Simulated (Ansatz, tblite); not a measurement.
Adding an electron: the cluster B12⁺ (the lowest doublet isomer of a short search). Charge 1, multiplicity 2. Geometry: r2SCAN-D4/def2-SVP. Ansatz, gas phase; energy differences of separate SCF runs; the reduced species is a singlet (the triplet lies 1.54 eV higher at PBE0-D4/def2-TZVP).

```xyz
12

B    -0.715   -1.268    1.132
B     0.236    0.798   -1.639
B     0.138   -0.056    1.784
B     0.036   -1.779   -0.285
B    -0.478    1.729   -0.431
B    -1.328    0.515   -1.084
B     0.957   -1.259    0.937
B    -1.435   -0.962   -0.308
B     0.254    1.418    1.003
B    -0.319   -0.749   -1.549
B     1.155    1.319   -0.415
B     1.498    0.294    0.856
```

The xTB rows come from tblite. The structure comes from a short search, and lower isomers may exist.

**Question.** Estimate orbital energies and vertical electron affinities at: GFN1-xTB; GFN2-xTB; PBE-D4/def2-TZVP; PBE0-D4/def2-TZVP; r2SCAN0-D4/def2-TZVP.

**Answer.** 
```
               level  −HOMO (eV)  −LUMO (eV)  vertical EA (eV)  HOMO–LUMO gap (eV)
            GFN1-xTB           –           –             11.74                   –
            GFN2-xTB           –           –              9.36                   –
    PBE-D4/def2-TZVP       10.59       10.14              7.71                0.46
   PBE0-D4/def2-TZVP       11.49        9.43              7.80                2.06
r2SCAN0-D4/def2-TZVP       11.58        9.32              7.77                2.26
```

  HOMO and LUMO are the levels of the spin that leaves or enters (xTB has no such levels and no spin-polarisation term). Other spin states of the ions may lie lower, which would lower the ionisation energy or raise the affinity. Raw xTB energy differences between charge states are shifted by several eV; the methods need an empirical correction for them.
